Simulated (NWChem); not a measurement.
Species: CdHOCl; SMILES [OH][Cd][Cl]

```xyz
4

Cd     0.0076     0.2807     0.0000
Cl    -0.0198    -2.0089     0.0000
O     -0.1040     2.2577     0.0000
H      0.8048     2.6180     0.0000
```
Atoms are numbered in this order, from 1.

Results from NWChem. Structure relaxed at the PBE-D3(BJ)/def2-SVP level. def2 effective core potentials on Cd; no spin-orbit coupling. Ions are spin-unrestricted doublets at the neutral geometry; other ion states weren't tried.

```tsv
level	vertical ionisation energy, ΔSCF (eV)	−ε(HOMO) (eV)	ΔSCF minus −ε(HOMO) (eV)
B3LYP/def2-SVP	10.27	7.71	2.56
PBE/def2-SVP	[?]	[?]	[?]
r2SCAN/def2-SVP	10.12	6.76	3.36
LDA (Slater exchange, VWN5)/def2-SVP	10.19	6.59	3.60
Hartree-Fock/def2-SVP	8.95	11.70	-2.75
```

Problem. Fill in the missing entries.

Solution. 
- PBE/def2-SVP, vertical ionisation energy, ΔSCF (eV): 9.92
- PBE/def2-SVP, −ε(HOMO) (eV): 6.39
- PBE/def2-SVP, ΔSCF minus −ε(HOMO) (eV): 3.53
